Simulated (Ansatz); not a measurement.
CH5GaSeSi, SMILES `[SiH3][CH]1[GaH][Se]1`. The species carries charge 0 and has multiplicity 1. All single points use the PBE0-D4/def2-TZVP geometry.

```xyz
9

Si    1.280   -0.311    0.383
C    -0.193   -0.040   -0.704
Ga   -1.791    0.839   -0.044
Se   -1.693   -1.419   -0.362
H     1.868   -1.666    0.198
H     2.327    0.709    0.091
H     0.868   -0.170    1.807
H     0.004    0.044   -1.771
H    -2.668    2.014    0.403
```

Q: What is the dipole moment at PBE/def2-TZVPP? (Estimate.)

A: The calculation gave: 2.25 D, with components (-0.56, 2.15, -0.34) D in this frame, pointing from negative to positive charge.

Q: And with r2SCAN, B3LYP, ωB97M-V? (Best estimate.)

A: Computed: r2SCAN 2.44 D, B3LYP 2.44 D, ωB97M-V 2.65 D.

Q: Give the Mulliken charges with PBE, r2SCAN, ωB97M-V in def2-TZVPP. (Estimate.)

A: Computed: 
```json
{"atom": "Si1", "PBE": "0.21", "r2SCAN": "0.31", "ωB97M-V": "0.20"}
{"atom": "C2", "PBE": "-0.24", "r2SCAN": "-0.28", "ωB97M-V": "-0.39"}
{"atom": "Ga3", "PBE": "0.18", "r2SCAN": "0.23", "ωB97M-V": "0.22"}
{"atom": "Se4", "PBE": "-0.17", "r2SCAN": "-0.20", "ωB97M-V": "-0.17"}
{"atom": "H5", "PBE": "-0.05", "r2SCAN": "-0.07", "ωB97M-V": "-0.03"}
{"atom": "H6", "PBE": "-0.07", "r2SCAN": "-0.08", "ωB97M-V": "-0.04"}
{"atom": "H7", "PBE": "-0.06", "r2SCAN": "-0.08", "ωB97M-V": "-0.04"}
{"atom": "H8", "PBE": "0.13", "r2SCAN": "0.12", "ωB97M-V": "0.16"}
{"atom": "H9", "PBE": "0.06", "r2SCAN": "0.05", "ωB97M-V": "0.10"}
```

B3LYP here is the variant with VWN-RPA as its local correlation; programs differ in this.
